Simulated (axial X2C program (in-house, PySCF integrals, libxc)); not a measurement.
# Correcting the dissociation energy of SrF for spin–orbit coupling

A spin-free CCSD(T) curve (one-electron X2C) was computed with an in-house all-electron X2C program for linear molecules (integrals from PySCF), basis Sr dyall-cv3z [13s12p8d5f1g], F dyall-av3z [7s6p3d2f] (cores contracted in-house), for the state M_S = 1/2, Λ = 0 (beyond evenly filled blocks: σα). It gives D0 = 5.440 eV to Sr + F, which in a spin-free picture are the weighted means of the ground terms.

Correlated methods: 9 electrons correlated (number of frozen shells: Sr 4 s, 3 p, 1 d; F 1 s), 261 virtual spin orbitals or spinors in MP2, 90 natural virtuals in coupled cluster.

Measured levels of the ground terms (NIST Handbook of Basic Atomic Spectroscopic Data), in cm⁻¹: Sr 1S: J = 0 at 0; F 2P: J = 3/2 at 0, J = 1/2 at 404.1.

The molecular state has Λ = 0, so it has no first-order lowering.

(1) How far does each ground level lie under the (2J+1)-weighted mean of its term?

(2) Correct D0.

Second-order spin–orbit effects in the molecule, which grow quickly with Z, are left out. The state is one determinant whose occupation by symmetry is held fixed; it was picked as the lowest of a PBE0 search that is not exhaustive. Dissociation energies refer to the lowest single-determinant-based atoms at the same level and basis. CCSD and (T) use frozen natural virtuals with an MP2 correction for the truncation; (T) itself is uncorrected, so its De runs slightly low. The outer-core s and p shells of the metal are frozen in the correlated rows, which leaves out core–valence correlation; for alkali and alkaline-earth bonds that tends to lengthen them. With the outer-core shells frozen, correlated bond lengths of heavy atoms tend to come out a few hundredths of an ångström too long.

## Answers

(1) Sr: a single level, 0; F: (4 × 0 + 2 × 404.1)/6 = 135 cm⁻¹.

(2) D0 = 5.440 + (0 − 135)/8065.5 = 5.423 eV at CCSD(T) with these spin–orbit terms.
